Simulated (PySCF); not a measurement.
## How methods differ on the electron affinity of Ge

Ge⁻ [Ar] 3d10 4s2 4p3 (4S) → Ge [Ar] 3d10 4s2 4p2 (3P), as a difference of total energies. Calculation: PySCF 2.14, in aug-cc-pVQZ-PP with ECP10MDF; a scalar-relativistic core potential. Correlated levels: valence: 3s2 3p6 3d10 frozen. The calculations carry no spin-orbit coupling.

Order these methods by the electron affinity they give, lowest first.
A. M06-2X
B. r2SCAN
C. SCS-MP2 (valence)
D. PBE0

C (1.152 eV), A (1.206 eV), D (1.370 eV), B (1.480 eV).

The reference lies between the lowest fine-structure levels, while these numbers refer to the centres of the terms.

Errors of the correlated levels include the incompleteness of this basis and the frozen core.

In the anion the highest occupied orbital energy is positive at LDA, PBE, PBE0, r2SCAN, HSE06, M06, a self-interaction effect; the basis confines that electron, and the energy difference can still be sensible.

For comparison: 1.233 eV (measured; photodetachment measurements, as compiled on the Wikipedia data page of electron affinities).
